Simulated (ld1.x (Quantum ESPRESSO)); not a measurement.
Building the TM potential for Ag (PBEsol, scalar-relativistic).

```
Element                 : Ag
Generator               : ld1.x (Quantum ESPRESSO) 7.5
Type                    : norm-conserving Troullier–Martins (Kleinman–Bylander form)
Functional              : PBEsol
Relativity              : scalar-relativistic
Frozen core             : [Kr]
Valence charge          : 11
Reference configuration : 4d9 5s2 5p0
Partial waves           : 5p (bound, empty): rc 2.20 bohr; 4d (bound): rc 1.30 bohr; 5s (bound): rc 1.75 bohr
Local potential         : the s channel
Core correction         : none
```

All-electron outer shells of the reference configuration (PBEsol, scalar-relativistic, ld1.x):

```json
{"shell": "4s", "level (eV)": "-99.10", "outermost node (bohr)": "0.44", "outermost maximum (bohr)": "0.82"}
{"shell": "4p", "level (eV)": "-62.48", "outermost node (bohr)": "0.44", "outermost maximum (bohr)": "0.87"}
{"shell": "4d", "level (eV)": "-10.71", "outermost node (bohr)": "0.43", "outermost maximum (bohr)": "1.03"}
{"shell": "5s", "level (eV)": "-5.59", "outermost node (bohr)": "1.10", "outermost maximum (bohr)": "2.40"}
{"shell": "5p", "level (eV)": "-1.19", "outermost node (bohr)": "1.24", "outermost maximum (bohr)": "3.32"}
```

(1) Estimate the cutoffs (Ry, on a coarse ladder) from which the occupation-weighted sum of valence levels, in a spherical-Bessel basis at the reference potential, stays within 10 and 1 mRy of its value at 400 Ry.

(2) Does the potential have ghost states?

(3) Which valence shell sets the plane-wave cutoff?

(4) Tests: 4d10 5s1 5p0; 4d10 5s0 5p0; 4d9 5s0 5p0; 4d10 5s0 5p1; 4d9 5s1 5p0; 4d7 5s0 5p0; 4d9 5s1 5p1. Which has the largest error in its energy relative to the reference configuration, and how large is it?

Answers

(1) 80 Ry and 120 Ry.

(2) No extra level below or beside the all-electron valence levels (p, d, s, f tested). The logarithmic derivative shows an extra or strongly shifted pseudo pole above the reference energy (s near 1.48 Ry).

(3) 4d: its level needs 80 Ry to come within 1 mRy, against 45 Ry for 5s.

(4) 4d7 5s0 5p0, with -697 meV (all-electron minus pseudo) on +113.68 eV.
